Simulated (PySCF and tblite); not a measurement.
Results of a calculation; reference values are marked as such.
5 regioisomers of C₅H₃BrN₂O:

```tsv
isomer	SMILES
A	[O:1]=[CH:2][c:3]1[cH:4][n:5][n:6][c:7]([Br:8])[cH:9]1
B	[O:1]=[CH:2][c:3]1[cH:4][c:5]([Br:6])[cH:7][n:8][n:9]1
C	[O:1]=[CH:2][c:3]1[cH:4][n:5][n:6][cH:7][c:8]1[Br:9]
D	[O:1]=[CH:2][c:3]1[n:4][n:5][cH:6][cH:7][c:8]1[Br:9]
E	[O:1]=[CH:2][c:3]1[cH:4][cH:5][c:6]([Br:7])[n:8][n:9]1
```

Each isomer is a Boltzmann average at 298.15 K over at most 2 conformers: GFN2-xTB geometries, energies B3LYP/pcSseg-1 (IEF-PCM, tetrahydrofuran) (D3(BJ) added where defined), GFN2-xTB thermal terms. Programs: PySCF with density fitting and tblite.

Question: Rank the isomers by free energy at 298.15 K.

Answer: 
```csv
isomer,ΔG (kcal/mol),"ΔE, lowest conformer",conformers,largest weight %,rms dipole (D)
E,0.0,0.0,1,100,3.67
B,0.3,0.6,1,100,2.94
A,1.3,2.0,2,51,3.89
C,3.2,3.4,2,96,4.21
D,3.7,3.8,2,80,5.00
```

The search found a single conformer for at least one isomer; other rotamers may be missing. At least one structure keeps an imaginary mode at the tight-binding level.
